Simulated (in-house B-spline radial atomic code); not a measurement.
Configurations of Zr³⁺, with energies counted from [Kr] 4d1. Method: scalar-relativistic (X2C) BHandHLYP, spin-polarised, spherical fractional occupations, Fermi nucleus of rms radius 4.2694 fm. Calculated with a B-spline radial code for spherical atoms. Shells without spins written out take the highest spin.

Caution: exact exchange at fractional occupations of open shells leaves self-interaction of up to several eV.

Occupations are held fixed; configurations that lie above the ionisation limit could autoionise.

| configuration | E - E(ref) (eV) | highest orbital | its <r> (bohr) |
| --- | --- | --- | --- |
| [Kr] 5s1 | 2.0585 | 5s up | 2.872 |
| [Kr] 5f(0 up, 1 down) | 22.885 | 5f down | 7.229 |
| [Ar] 3d10 4s2 4p(2 up, 3 down) 4d(1 up, 0 down) 5p(0 up, 1 down) | 46.845 | 5p down | 3.308 |
| [Ar] 3d10 4s2 4p5 4d1 4f1 | 55.334 | 4f up | 3.937 |
| [Ar] 3d10 4s2 4p5 4d1 5f1 | 59.99 | 5f up | 7.036 |
| [Ar] 3d9 4s2 4p6 4d1 5f1 | 221.91 | 5f up | 7.005 |

Q: Order these further configurations by energy, lowest first.
A. [Ar] 3d10 4s2 4p5 4d2
B. [Kr] 5d(1 up, 0 down)
C. [Ar] 3d9 4s2 4p6 4d2
D. [Ar] 3d10 4s2 4p5 4d1 5p1
E. [Ar] 3d10 4s2 4p5 4d1 5s1

A: B (16.476 eV), A (34.038 eV), E (38.652 eV), D (45.55 eV), C (194.84 eV).

Q: How far above the reference does [Ar] 3d10 4s2 4p(2 up, 3 down) 4d(2 up, 0 down) lie?

A: 36.274 eV; its least bound orbital is 4d up with <r> = 1.852 bohr.

Q: How far above the reference does [Kr] 4f1 lie?

A: 18.37 eV; its least bound orbital is 4f up with <r> = 4.13 bohr.
